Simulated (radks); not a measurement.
Sb4+, configuration [Kr] 4d10 5s1. Method: scalar-relativistic Kohn-Sham, r2SCAN, spin-polarised, spherical densities, finite nucleus; open shells are filled with parallel spins first (spin-orbit coupling, left out, can overturn this in heavy ions); meta-GGA in the generalised Kohn-Sham scheme; Fermi nuclear charge, rms radius 4.6802 fm; computed with a radial shooting solver on a logarithmic mesh with Libxc functionals.

Unscreened Slater integrals over Kohn-Sham orbitals (hartree). They are taken over the spin-up orbitals.

integral,value
"F0(5s,5s)",0.46096
"F0(5s,4d)",0.55620
"G2(5s,4d)",0.077963
"F0(5s,4p)",0.57019
"G1(5s,4p)",0.042895
"F0(5s,4s)",0.57524
"G0(5s,4s)",0.029274
"F0(4d,4d)",0.89141
"F2(4d,4d)",0.45088
"F4(4d,4d)",0.29822
"F0(4d,4p)",0.96313
"F2(4d,4p)",0.48776
"G1(4d,4p)",0.61987
"G3(4d,4p)",0.38285
"F0(4d,4s)",0.99109
"G2(4d,4s)",0.46906
"F0(4p,4p)",1.0552
"F2(4p,4p)",0.55501
"F0(4p,4s)",1.0923
"G1(4p,4s)",0.74411
"F0(4s,4s)",1.1341
